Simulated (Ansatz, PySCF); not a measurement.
Gas-phase reaction (SMILES): [CH3][Al]([CH3])[NH2] + N (NH3) -> [CH3][Al]([NH2])[NH2] + C (CH4); ammonia cleaves one Al-C bond, a model of a ligand-exchange step.

Each molecule is optimised on its own at B3LYP-D3(BJ)/def2-TZVP (Ansatz, a first-principles code), one conformer each, not searched for the lowest. Cores are frozen in the correlated levels unless marked. No spin-orbit coupling. No relativistic terms. CBS(X,Y): correlation extrapolated as X^-3; Hartree-Fock from the larger set. Thermal terms are rigid-rotor harmonic-oscillator values from B3LYP-D3(BJ) frequencies (Ansatz or PySCF) at 298.15 K and 1 atm. 1 Eh = 627.5095 kcal/mol.

```json
[
 {"species": "[CH3][Al]([CH3])[NH2]", "E, CCSD(T)/CBS(cc-pV(T+d)Z,cc-pV(Q+d)Z) (Ansatz) (Eh)": "-377.68697", "E, wB97M-V/def2-TZVPD (Ansatz) (Eh)": "-378.23216", "H - E (Eh)": "0.10523"},
 {"species": "N (NH3)", "E, CCSD(T)/CBS(cc-pV(T+d)Z,cc-pV(Q+d)Z) (Ansatz) (Eh)": "-56.50369", "E, wB97M-V/def2-TZVPD (Ansatz) (Eh)": "-56.55014", "H - E (Eh)": "0.03799"},
 {"species": "[CH3][Al]([NH2])[NH2]", "E, CCSD(T)/CBS(cc-pV(T+d)Z,cc-pV(Q+d)Z) (Ansatz) (Eh)": "-393.76836", "E, wB97M-V/def2-TZVPD (Ansatz) (Eh)": "-394.32581", "H - E (Eh)": "0.09491"},
 {"species": "C (CH4)", "E, CCSD(T)/CBS(cc-pV(T+d)Z,cc-pV(Q+d)Z) (Ansatz) (Eh)": "-40.45816", "E, wB97M-V/def2-TZVPD (Ansatz) (Eh)": "-40.49098", "H - E (Eh)": "0.04840"}
]
```

**Question.** Work out ΔE and ΔH at 298.15 K at the first level, then ΔH at the second.

**Answer.** 
1. ΔE = [(-393.76836) + (-40.45816)] - [(-377.68697) + (-56.50369)] = -0.03586 Eh = -22.5 kcal/mol at CCSD(T)/CBS(cc-pV(T+d)Z,cc-pV(Q+d)Z).
2. The terms H - E add up to 0.00009 Eh, so ΔH = (-0.03586 + (0.00009))×627.5095 = -22.4 kcal/mol.
3. At wB97M-V/def2-TZVPD the same steps give ΔE = -21.6 and ΔH = -21.6 kcal/mol, a shift of +0.8 from the first level.
4. These values are not checked against measurement here, since the tables used lack a sound gas-phase enthalpy of formation for at least one species.
